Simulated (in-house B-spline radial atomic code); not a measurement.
The numbers below are computed, except where a source is named.
**Weak and strong correlation along the adiabatic connection**

Two-electron singlets in several external potentials (atomic units), by full CI in B-splines with partial waves to l = 8 (correlation energies up to 0.6 % small). The repulsion is scaled by λ at fixed density; W(λ) is the mean repulsion less the Hartree energy, W(0) = E_x, and the area under W from 0 to 1 is E_xc.

One system gave this curve:

```json
{"λ": "0", "W (hartree)": "-0.45576"}
{"λ": "0.02", "W (hartree)": "-0.45777"}
{"λ": "0.05", "W (hartree)": "-0.4607"}
{"λ": "0.12", "W (hartree)": "-0.46721"}
{"λ": "0.25", "W (hartree)": "-0.47813"}
{"λ": "0.4", "W (hartree)": "-0.4891"}
{"λ": "0.6", "W (hartree)": "-0.50149"}
{"λ": "0.8", "W (hartree)": "-0.51186"}
{"λ": "1", "W (hartree)": "-0.52064"}
{"λ": "1.4", "W (hartree)": "-0.53463"}
{"λ": "2", "W (hartree)": "-0.5497"}
{"λ": "3", "W (hartree)": "-0.56606"}
{"λ": "4.5", "W (hartree)": "-0.5808"}
{"λ": "7", "W (hartree)": "-0.59469"}
{"λ": "10", "W (hartree)": "-0.60428"}
```

Problem. Which system is it?
A. −Z exp(−kr)/r, Z = 8.58, k = 2.01
B. −Z exp(−kr)/r, Z = 2.77, k = 0.453
C. ω²r²/2 − Z/r, ω = 0.147, Z = 1.5
D. ω²r²/2, ω = 0.399

Solution. D. The exchange energy sets the size: ω²r²/2, ω = 0.399: E_x = -0.456, E_c = -0.0374; −Z exp(−kr)/r, Z = 8.58, k = 2.01: E_x = -4.91, E_c = -0.0457; −Z exp(−kr)/r, Z = 2.77, k = 0.453: E_x = -1.46, E_c = -0.0434; ω²r²/2 − Z/r, ω = 0.147, Z = 1.5: E_x = -0.746, E_c = -0.0401 hartree.
